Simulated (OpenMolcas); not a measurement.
# Pt2+: ligand-field states by method

Pt2+ with its 6 nearest oxide ions at 2.154 Å, on the Mg site of MgO (a = 4.2112 Å, distance in the model lattice 2.106 Å). The rest of the host is ab initio model potentials to 7.6 Å, with orthogonalisation functions on the cations behind the ligands, and point charges beyond; the distance is set by hand and nothing relaxes. Ligand basis ANO-RCC-VDZP.
```
Pt    0.0000    0.0000    0.0000
O     2.1540    0.0000    0.0000
O     0.0000    2.1540    0.0000
O    -2.1540    0.0000    0.0000
O     0.0000   -2.1540    0.0000
O     0.0000    0.0000    2.1540
O     0.0000    0.0000   -2.1540
```

```json
{"Program": "OpenMolcas", "Basis": "ANO-RCC-VTZP [8s7p5d3f1g]", "Scalar Hamiltonian": "DKH2, point nucleus", "Active space": "8 electrons in 5 orbitals (5d)", "State averaging": "2S+1 = 3 even, 10 roots; 2S+1 = 1 even, 15 roots", "Spin-orbit coupling": "state interaction with AMFI integrals over the reference wave functions"}
```

I. CASSCF
II. SS-CASPT2, IPEA 0.25 Eh, imaginary shift 0.1 Eh (closed shells correlated: 5s 5p and the ligand valence shells)
III. SS-CASPT2, IPEA 0.25 Eh, real shift 0.3 Eh (closed shells correlated: 5s 5p and the ligand valence shells)

Spin-free states (labels of O, the rotations of Oh) in cm-1, each column counted from its own energy of the first state listed:

| State | Degeneracy | I | II | III |
| --- | --- | --- | --- | --- |
| 3A2 | 1 | 0 | 0 | 0 |
| 1E | 2 | 11304 | 5970 | 6150 |
| 1A1 | 1 | 20936 | 13620 | 13800 |
| 3T2 | 3 | 25248 | 27190 | 27200 |
| 3T1 | 3 | 32937 | 32420 | 32500 |
| 1T2 | 3 | 35710 | 33210 | 33340 |
| 1T1 | 3 | 39070 | 35540 | 35690 |
| 3T1 | 3 | 53230 | 55710 | 55750 |
| 1T2 | 3 | 62357 | 61480 | 61600 |
| 1E | 2 | 62456 | 61470 | 61610 |
| 1A1 | 1 | 78286 | 72440 | 72890 |

From I to II, I's first state of the same spin (3T2) moves from 25248 to 27190 cm-1, by about +1900 cm-1.

From I to II, I's first state of another spin (1E) moves from 11304 to 5970 cm-1, by about -5300 cm-1.

I: A least-squares ligand-field fit to the states below 45000 cm-1, each weighted by its degeneracy and with a free common offset, gives 10Dq = 24723 cm-1, B = 745 cm-1 and C = 2547 cm-1 (C/B = 3.42), with an rms deviation of 149 cm-1. The same method and metal basis give the free ion B = 865 cm-1 (fit to its terms below 60000 cm-1, rms deviation 8 cm-1), so the nephelauxetic ratio is β = 745 / 865 = 0.86; it hangs on how both fits weigh the states, and computed free-ion B values tend to be too large, so β mixes covalency with correlation.

II: A least-squares ligand-field fit to the states below 45000 cm-1, each weighted by its degeneracy and with a free common offset, gives 10Dq = 27000 cm-1, B = 495 cm-1 and C = 1338 cm-1 (C/B = 2.70), with an rms deviation of 351 cm-1. The same method and metal basis give the free ion B = 677 cm-1 (fit to its terms below 60000 cm-1, rms deviation 447 cm-1), so the nephelauxetic ratio is β = 495 / 677 = 0.73; it hangs on how both fits weigh the states, and computed free-ion B values tend to be too large, so β mixes covalency with correlation.

III: A least-squares ligand-field fit to the states below 45000 cm-1, each weighted by its degeneracy and with a free common offset, gives 10Dq = 26982 cm-1, B = 501 cm-1 and C = 1371 cm-1 (C/B = 2.74), with an rms deviation of 333 cm-1. 

From I to II, 10Dq changes by +9 %, B by -33 % and C by -47 %.

χT at 300 K: I 1.40, II 1.37, III 1.37 cm3 K/mol.

The states above are spin-free; spin-orbit coupling is strong here and shifts and splits them by thousands of cm-1.

Roots that are degenerate in the reference are averaged as groups; the widest CASPT2 spread within a group is 82 cm-1 (the 3-fold group of multiplicity 1 near 35500 cm-1 above the lowest state of its run, II). Shifts and gaps below about the spread of the groups concerned are not significant. Over all roots computed the reference weight is 0.67 to 0.69 in II, 0.72 in III; a low but even weight reflects the number of correlated electrons. Real 4d8 and 5d8 ions are as a rule square planar and diamagnetic. The least metal-like active orbital is 78 % on the metal (Löwdin) and no ligand orbital is active, so the numbers are rough. Ligand-to-metal charge-transfer states are missing. With no ligand orbital active B as a rule stays too high, so bands that hang on it stand too high and its fall with covalency is understated. Without dynamic correlation the repulsion within the d shell is too large (B by tens of per cent), so at a given field states of lower spin stand too high (holds for I). With metal d orbitals alone the field can be off either way by tens of per cent (holds for I). With one d shell and no ligand orbital active, 10Dq can be off by a tenth or more (holds for II; III). No measured value stands beside these numbers; the geometry was set by hand and not optimised.
